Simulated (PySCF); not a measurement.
Isomers of C8H7N, mass 117.058 u with the commonest isotopes. Level of theory: PySCF 2.14.0, PBE0-D3(BJ)/def2-TZVP geometry optimisation, gas phase. One conformer each, none proved a minimum here; rigid rotors.

Question: Order these by rotational constant B, largest first.
A. `CC1=CC=CC=C1C#N` (ortho-tolunitrile)
B. indole, `C1=CC=C2NC=CC2=C1`
C. meta-tolunitrile (`Cc1cccc(C#N)c1`)

Answer: B (1653 MHz), A (1517 MHz), C (1211 MHz).

Question: Order these by dipole moment, largest first.
A. indole (`c1ccc2[nH]ccc2c1`)
B. `Cc1cccc(C#N)c1` (meta-tolunitrile)
C. ortho-tolunitrile (`Cc1ccccc1C#N`)

Answer: B (5.04 D), C (4.37 D), A (2.21 D).

Question: Order these by rotational constant C, largest first.
A. indole (`C1=CC=C2NC=CC2=C1`)
B. `Cc1cccc(C#N)c1` (meta-tolunitrile)
C. ortho-tolunitrile (`Cc1ccccc1C#N`)

Answer: A (1163 MHz), C (1005 MHz), B (893.2 MHz).

| SMILES | point group | Ia (u·Å²) | Ib (u·Å²) | Ic (u·Å²) | κ | μa (D) | μb (D) | μc (D) |
| --- | --- | --- | --- | --- | --- | --- | --- | --- |
| Cc1ccccc1C#N | near Cs | 172.93 | 333.15 | 502.98 | -0.47 | 4.23 | 1.11 | 0.02 |
| c1ccc2[nH]ccc2c1 | Cs | 128.80 | 305.72 | 434.52 | -0.65 | 1.55 | 1.58 | 0.00 |
| Cc1cccc(C#N)c1 | near Cs | 151.50 | 417.41 | 565.78 | -0.74 | 4.92 | 1.10 | 0.02 |
